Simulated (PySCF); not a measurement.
C₂H₇OSb (SMILES [CH3][Sb]([CH3])[OH]), singlet, geometry from GFN2-xTB (all electrons, no relativity); CASSCF(8,6)/STO-3G run with PySCF.

Input for PySCF:
```python
from pyscf import gto, scf, mcscf
import numpy

mol = gto.M(
    atom='''
Sb    0.015524   -0.014344    0.416911
C    -0.778118   -1.565277   -0.857150
H    -0.411585   -1.378943   -1.859316
H    -1.861619   -1.538454   -0.844052
H    -0.439352   -2.539187   -0.524981
C    -0.963954    1.548226   -0.727240
H    -0.685515    1.425186   -1.767114
H    -0.648973    2.526297   -0.382187
H    -2.038910    1.462878   -0.620334
O     1.667042    0.054625   -0.690876
H     2.410357    0.439049   -0.231145
''',
    basis='sto-3g',
    charge=0,
    spin=0,
    verbose=4,
)

mf = scf.RHF(mol)
mf.kernel()
mc = mcscf.CASSCF(mf, 6, 8)
mc.fix_spin_(ss=0.0)
mc.kernel()
occ = numpy.linalg.eigvalsh(mc.fcisolver.make_rdm1(mc.ci, mc.ncas, mc.nelecas))[::-1]
ss = mc.fcisolver.spin_square(mc.ci, mc.ncas, mc.nelecas)[0]
print('natural occupations', occ.round(4), ' <S^2>', round(ss, 4))
```

The log (banner, timings and long lists left out):

```
PySCF version 2.14.0

[INPUT] verbose = 4
[INPUT] num. atoms = 11
[INPUT] num. electrons = 78
[INPUT] charge = 0
[INPUT] spin (= nelec alpha-beta = 2S) = 0
[INPUT] symmetry False subgroup None
[INPUT] Mole.unit = angstrom
[INPUT] Symbol           X                Y                Z      unit          X                Y                Z       unit  Magmom
[INPUT]  1 Sb     0.015524000000  -0.014344000000   0.416911000000 AA    0.029336108358  -0.027106231531   0.787847608319 Bohr   0.0
[INPUT]  2 C     -0.778118000000  -1.565277000000  -0.857150000000 AA   -1.470429912594  -2.957944839081  -1.619778747671 Bohr   0.0
[INPUT]  3 H     -0.411585000000  -1.378943000000  -1.859316000000 AA   -0.777782926979  -2.605824611386  -3.513598019022 Bohr   0.0
[INPUT]  4 H     -1.861619000000  -1.538454000000  -0.844052000000 AA   -3.517950058287  -2.907256715242  -1.595027114891 Bohr   0.0
[INPUT]  5 H     -0.439352000000  -2.539187000000  -0.524981000000 AA   -0.830254952280  -4.798368009056  -0.992070310600 Bohr   0.0
[INPUT]  6 C     -0.963954000000   1.548226000000  -0.727240000000 AA   -1.821609056679   2.925723118931  -1.374284426829 Bohr   0.0
[INPUT]  7 H     -0.685515000000   1.425186000000  -1.767114000000 AA   -1.295435604281   2.693211216564  -3.339361490885 Bohr   0.0
[INPUT]  8 H     -0.648973000000   2.526297000000  -0.382187000000 AA   -1.226381232237   4.774009439310  -0.722228758369 Bohr   0.0
[INPUT]  9 H     -2.038910000000   1.462878000000  -0.620334000000 AA   -3.852981492637   2.764438773651  -1.172261365756 Bohr   0.0
[INPUT] 10 O      1.667042000000   0.054625000000  -0.690876000000 AA    3.150252818147   0.103226289554  -1.305566426035 Bohr   0.0
[INPUT] 11 H      2.410357000000   0.439049000000  -0.231145000000 AA    4.554914592428   0.829682365264  -0.436800745063 Bohr   0.0

nuclear repulsion = 392.193802119706
number of shells = 27
number of NR pGTOs = 147
number of NR cGTOs = 49
basis = sto-3g
ecp = {}

******** <class 'pyscf.scf.hf.RHF'> ********
method = RHF
initial guess = minao
damping factor = 0
level_shift factor = 0
DIIS = <class 'pyscf.scf.diis.CDIIS'>
diis_start_cycle = 1
diis_space = 8
diis_damp = 0
SCF conv_tol = 1e-09
SCF conv_tol_grad = None
SCF max_cycles = 50
direct_scf = True
direct_scf_tol = 1e-13
Set gradient conv threshold to 3.16228e-05
Initial guess from minao.
init E= -6385.56551410898
  HOMO = -0.480822516058838  LUMO = -0.188916843364764  gap/eV = 7.94316
cycle= 1 E= -6403.96872331459  delta_E= -18.4  |g|= 0.527  |ddm|= 3.88
  HOMO = -0.141644036597397  LUMO = 0.367295603660046  gap/eV = 13.84895
cycle= 2 E= -6404.09111506608  delta_E= -0.122  |g|= 0.145  |ddm|= 1.06
  HOMO = -0.215987575986887  LUMO = 0.315881395529832  gap/eV = 14.47289
cycle= 3 E= -6404.0992622513  delta_E= -0.00815  |g|= 0.0342  |ddm|= 0.266
  HOMO = -0.233492678164371  LUMO = 0.306151836485492  gap/eV = 14.68448
cycle= 4 E= -6404.09988927802  delta_E= -0.000627  |g|= 0.00497  |ddm|= 0.075
  HOMO = -0.234038393183379  LUMO = 0.305584186955561  gap/eV = 14.68388
cycle= 5 E= -6404.09990628426  delta_E= -1.7e-05  |g|= 0.000994  |ddm|= 0.0147
  HOMO = -0.233981685025488  LUMO = 0.305608962985498  gap/eV = 14.68301
cycle= 6 E= -6404.09990691382  delta_E= -6.3e-07  |g|= 0.00032  |ddm|= 0.00233
  HOMO = -0.233979665953414  LUMO = 0.30562143235482  gap/eV = 14.68329
cycle= 7 E= -6404.09990700755  delta_E= -9.37e-08  |g|= 7.5e-05  |ddm|= 0.00113
  HOMO = -0.233973311278806  LUMO = 0.305622298257721  gap/eV = 14.68314
cycle= 8 E= -6404.09990701332  delta_E= -5.78e-09  |g|= 1.69e-05  |ddm|= 0.0003
  HOMO = -0.233971423623281  LUMO = 0.305622210952981  gap/eV = 14.68309
cycle= 9 E= -6404.09990701357  delta_E= -2.51e-10  |g|= 4.87e-06  |ddm|= 5.62e-05
  HOMO = -0.233971438702148  LUMO = 0.305622473024699  gap/eV = 14.68310
Extra cycle  E= -6404.09990701357  delta_E= 3.64e-12  |g|= 2.12e-06  |ddm|= 1.08e-05
converged SCF energy = -6404.09990701357

******** <class 'pyscf.mcscf.mc1step.CASSCF'> ********
CAS (4e+4e, 6o), ncore = 35, nvir = 8
max_cycle_macro = 50
max_cycle_micro = 4
conv_tol = 1e-07
conv_tol_grad = None
orbital rotation max_stepsize = 0.02
orbital rotation threshold for CI restart = 0.01
augmented hessian ah_max_cycle = 30
augmented hessian ah_conv_tol = 1e-12
augmented hessian ah_linear dependence = 1e-14
augmented hessian ah_level shift = 1e-08
augmented hessian ah_start_tol = 2.5
augmented hessian ah_start_cycle = 3
augmented hessian ah_grad_trust_region = 3
kf_trust_region = 3
kf_interval = 4
ci_response_space = 4
ci_grad_trust_region = 3
with_dep4 0
natorb = False
canonicalization = True
sorting_mo_energy = False
ao2mo_level = 2
internal_rotation = False
******** <class 'pyscf.fci.addons.SpinPenaltyFCISolver'> ********
max. cycles = 50
conv_tol = 1e-08
davidson only = True
linear dependence = 1e-12
level shift = 0.001
max iter space = 12
nroots = 1
pspace_size = 400
spin = None
CASCI E = -6404.12566549852  S^2 = 0.0000000
Set conv_tol_grad to 0.000316228
macro iter   1 ( 21 JK    4 micro), CASSCF E = -6404.13440414419  dE = -8.73864567e-03  S^2 = 0.0000000
               |grad[o]|=0.033  |grad[c]|=0.0613  |ddm|=0.0382  |maxRot[o]|= 0.21
macro iter   2 ( 21 JK    4 micro), CASSCF E = -6404.13946576397  dE = -5.06161979e-03  S^2 = 0.0000000
               |grad[o]|=0.0205  |grad[c]|=0.0274  |ddm|=0.0136  |maxRot[o]|=0.275
macro iter   3 ( 21 JK    4 micro), CASSCF E = -6404.14083346702  dE = -1.36770305e-03  S^2 = 0.0000000
               |grad[o]|=0.0111  |grad[c]|=0.0119  |ddm|=0.0212  |maxRot[o]|=0.126
macro iter   4 (  7 JK    2 micro), CASSCF E = -6404.14148328421  dE = -6.49817192e-04  S^2 = 0.0000000
               |grad[o]|=0.00477  |grad[c]|=0.00238  |ddm|=0.00422  |maxRot[o]|=0.0697
macro iter   5 (  7 JK    2 micro), CASSCF E = -6404.14218056111  dE = -6.97276898e-04  S^2 = 0.0000000
               |grad[o]|=0.00385  |grad[c]|=0.00281  |ddm|=0.00511  |maxRot[o]|=0.0696
macro iter   6 (  7 JK    2 micro), CASSCF E = -6404.14281097151  dE = -6.30410402e-04  S^2 = 0.0000000
               |grad[o]|=0.00305  |grad[c]|=0.00628  |ddm|=0.00473  |maxRot[o]|=0.0696
macro iter   7 (  7 JK    2 micro), CASSCF E = -6404.14327096753  dE = -4.59996012e-04  S^2 = 0.0000000
               |grad[o]|=0.00226  |grad[c]|=0.0104  |ddm|=0.0032  |maxRot[o]|=0.0696
macro iter   8 (  7 JK    2 micro), CASSCF E = -6404.14350784051  dE = -2.36872988e-04  S^2 = 0.0000000
               |grad[o]|=0.00144  |grad[c]|=0.0133  |ddm|=0.00135  |maxRot[o]|=0.0696
macro iter   9 ( 14 JK    4 micro), CASSCF E = -6404.14340872486  dE =  9.91156494e-05  S^2 = 0.0000000
               |grad[o]|=0.000582  |grad[c]|=0.0226  |ddm|=0.00592  |maxRot[o]|=  0.1
macro iter  10 ( 21 JK    4 micro), CASSCF E = -6404.14343157069  dE = -2.28458211e-05  S^2 = 0.0000000
               |grad[o]|=0.00185  |grad[c]|=0.00179  |ddm|=0.000806  |maxRot[o]|=0.0236
macro iter  11 (  7 JK    2 micro), CASSCF E = -6404.14351294656  dE = -8.13758716e-05  S^2 = 0.0000000
               |grad[o]|=0.000773  |grad[c]|=0.00276  |ddm|=0.00118  |maxRot[o]|=0.0383
macro iter  12 (  5 JK    2 micro), CASSCF E = -6404.14353270575  dE = -1.97591889e-05  S^2 = 0.0000000
               |grad[o]|=0.000356  |grad[c]|=0.00109  |ddm|=0.000358  |maxRot[o]|=0.0222
macro iter  13 (  3 JK    1 micro), CASSCF E = -6404.14353502596  dE = -2.32021830e-06  S^2 = 0.0000000
               |grad[o]|=0.000126  |grad[c]|=0.000439  |ddm|=0.000128  |maxRot[o]|= 0.01
macro iter  14 (  3 JK    1 micro), CASSCF E = -6404.14353504766  dE = -2.16969056e-08  S^2 = 0.0000000
               |grad[o]|=3.5e-05  |grad[c]|=5.37e-05  |ddm|=4.19e-05  |maxRot[o]|=0.00045
1-step CASSCF converged in  14 macro (151 JK  36 micro) steps
CASSCF canonicalization
Density matrix diagonal elements [1.98886881 1.96405304 1.97982011 1.97354646 0.05490504 0.03880655]
CASSCF energy = -6404.14353504766
CASCI E = -6404.14353504766  E(CI) = -12.7113789389650  S^2 = 0.0000000
natural occupations [1.996  1.9945 1.968  1.9497 0.0548 0.037 ]  <S^2> 0.0
```
